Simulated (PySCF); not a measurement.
C7H6FO (doublet state).
Cartesian coordinates in Å at the GFN2-xTB level; atoms count from 1:
```xyz
15
C7H6FO angstrom
C     -1.102   -1.048   -1.036
C     -0.799    0.076   -0.441
C     -1.581    1.302   -0.840
O     -2.767    1.371   -0.960
C      0.330    0.268    0.480
C      1.375   -0.749    0.565
C      1.347   -1.906   -0.079
C      0.424    1.334    1.285
F     -0.491    2.314    1.335
H     -1.874   -1.332   -1.718
H     -0.911    2.142   -1.108
H      2.201   -0.498    1.218
H      0.491   -2.126   -0.719
H      2.123   -2.644    0.011
H      1.230    1.504    1.985
```

The hyperfine couplings belong to this conformer and change with its torsions.

The species is `[H]/[C]=C(C=O)/C(C=C)=C\F` [radical].

Level of theory: PySCF, UKS B3LYP, pcH-1 on C F H O, non-relativistic, mean-field spin-orbit, GIAO. The structure is a single GFN2-xTB conformer in the gas phase; no vibrational or solvent corrections. Couplings are sensitive to structure, and on GFN2-xTB geometries they can be far from those on DFT ones. The frame is twisted about the C2–C3 bond at this geometry (dihedral C5–C2–C3–H11 = 45°); couplings at other torsion angles weren't computed. Stability of the SCF solution: not tested.

Break the g tensor into its mass correction, gauge correction and orbital-Zeeman/spin–orbit terms.

```csv
Δg (ppm),1,2,3
relativistic mass correction,-166,-166,-166
gauge correction,25,25,15
orbital Zeeman/spin–orbit,-504,-133,905
total,-645,-274,755
```

So g = 2.00167, 2.00205, 2.00307 and g_iso = 2.00226; the tensor is rhombic: the two nearest values differ by 27 % of g3 − g1. Axes: g1 points within 10° of the C1–H10 bond.

What are the electron Larmor frequencies g μB B/h along the three axes at 350 mT?

9.8056, 9.8074, 9.8124 GHz for g1, g2 and g3, a range of 6.9 MHz.

At 9.639 GHz, how far is the centre of the isotropic spectrum from where a free electron (g = 2.002319) resonates?

B = hν/(g μB) with μB/h = 13.99624 MHz/mT gives 343.94 mT for the free electron and 343.95 mT at g_iso, the same within 0.01 mT.

How much does each term add to the isotropic shift?

The mass correction -166, the orbital-Zeeman/spin–orbit term 89 and the gauge correction 21 ppm, for a total of -55 ppm. The mass correction is the largest in size. The mass correction is the same along every axis, so the anisotropy comes from the other two: their spans along these axes are 10 (gauge) and 1410 ppm (orbital Zeeman/spin–orbit).

In a frozen sample, at which fields do the three g values resonate at 9.5, 34, 94 and 263 GHz (hyperfine left aside), and which band first spreads them over more than twice a line width of 0.3 mT?

| band | GHz | B(g3) mT | B(g2) mT | B(g1) mT | spread mT |
| --- | --- | --- | --- | --- | --- |
| X | 9.5 | 338.86 | 339.03 | 339.09 | 0.24 |
| Q | 34.0 | 1212.75 | 1213.37 | 1213.60 | 0.85 |
| W | 94.0 | 3352.89 | 3354.61 | 3355.24 | 2.35 |
| J | 263.0 | 9380.96 | 9385.78 | 9387.52 | 6.56 |

The spread grows in proportion to the frequency. Q band is the first where it exceeds 0.6 mT.

The Mulliken spin populations are largest on C1 (+1.00), C2 (-0.16), C7 (+0.08) and C5 (+0.06). C1 is the only atom above +0.15. The positive populations add up to 1.24 and the negative ones to -0.24, together 2S = 1.

The HOMO–LUMO gaps are 4.57 eV among the α and 3.93 eV among the β orbitals.
